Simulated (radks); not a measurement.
Lu55+, configuration [He] 2s2 2p5.75 3s2 3p4 3d0.25 (fractional occupations, a model configuration). Calculated with a radial shooting solver on a logarithmic mesh with Libxc functionals: scalar-relativistic Kohn-Sham, SCAN, spin-polarised, spherical densities, finite nucleus; open shells are filled with parallel spins first (spin-orbit coupling, left out, can overturn this in heavy ions); meta-GGA in the generalised Kohn-Sham scheme; Fermi nuclear charge, rms radius 5.37 fm. Some entries of the table are withheld. Estimate them.

orbital  occ.  eigenvalue (eV)  <r^2> (bohr^2)
1s up       1        -67479.83       0.0005119
1s down     1        -67468.11       0.0005118
2s up       1              (1)        0.007714
2s down     1              (2)        0.007710
2p up       3        -13520.60        0.006287
2p down  2.75        -13503.17        0.006286
3s up       1        -5852.173         0.04385
3s down     1        -5822.214         0.04401
3p up       3        -5468.216         0.04273
3p down     1        -5437.869         0.04288
3d up    0.25        -5103.703         0.03326

Answer. 
(1) 2s up eigenvalue (eV): -14788.18
(2) 2s down eigenvalue (eV): -14774.23
